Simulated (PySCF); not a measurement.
# What a mistake does to a calculation on BH4N2Si

All numbers below are calculated, not measured. They come from PySCF 2.14.0, an open-source quantum chemistry program, on an isolated molecule that a program drew, which may never have been made. The molecule is BH4N2Si (charge 0, doublet), drawn as the SMILES string `[BH]N=[SiH]N`.

Each row is a Hartree-Fock (HF) and frozen-core CCSD(T) single point in the cc-pV(D+d)Z basis, meant for a local HF minimum. Run 1 is clean. Each other run has one planted mistake out of seven kinds, and not every kind appears here: one electron removed, one electron added, multiplicity raised by two, geometry at a saddle point, minimal basis STO-3G, one bond length entered in bohr, all coordinates scaled. The reference is restricted for singlets and unrestricted otherwise, and also for a bond in bohr. Adding or removing an electron swaps singlet and doublet. Electrons count all cores. HOMO and LUMO are orbital energies over both spins, the gradient is its largest component, and the lowest frequency (negative if imaginary) is given only where the gradient is small. Bond lengths are over the 7 bonds as drawn. T1 is the CCSD diagnostic: over 0.02 (restricted) or 0.045 (unrestricted) a single reference is doubtful.

Geometry of the clean run:
```xyz
8
BH4N2Si, angstrom
B    -2.9855    0.0913   -1.6808
N    -2.0703   -0.0073   -0.8453
Si   -0.9408   -0.1141    0.4436
N     0.4583    0.8761    0.2930
H    -3.8404    0.1853   -2.4775
H    -0.4677   -1.5135    0.5441
H     1.1815    0.5989   -0.3473
H     0.3498    1.8731    0.2752
```

| run | electrons | basis functions | <S^2> | HOMO (eV) | LUMO (eV) | gradient (hartree/bohr) | lowest frequency (cm^-1) | mean bond (Å) | longest bond (Å) | T1 | HF (hartree) | CCSD(T) (hartree) | mistake |
|---|---|---|---|---|---|---|---|---|---|---|---|---|---|
| 1 | 37 | 85 | 0.755 | -8.21 | 2.25 | 3.7e-05 | 135 | 1.3346 | 1.721 | 0.0166 | -424.88494 | -425.42308 | no fault |
| 2 | 37 | 28 | 0.766 | -5.96 | 5.98 | 5.5e-02 | - | 1.3346 | 1.721 | 0.0195 | -419.78168 | -420.01442 | minimal basis STO-3G |
| 3 | 37 | 85 | 0.755 | -8.09 | 2.37 | 2.2e-02 | - | 1.3105 | 1.690 | 0.0160 | -424.88179 | -425.41554 | all coordinates scaled |
| 4 | 38 | 85 | 0.000 | 0.31 | 8.73 | 9.2e-02 | - | 1.3346 | 1.721 | 0.0177 | -424.83387 | -425.41333 | ? |

**Which mistake was planted in run 4, and what did it cost?**

It counts 38 electrons, one more than the clean run, at the same geometry and basis. So the mistake is: one electron added. Subtracting run 1 and multiplying by 627.51 kcal/mol a hartree, the energy moved by 32.0 kcal/mol in HF and 6.1 kcal/mol in CCSD(T).

Cautions from the logs. Run 4: the HOMO is above zero, so the electron isn't bound and the energy depends on the basis.
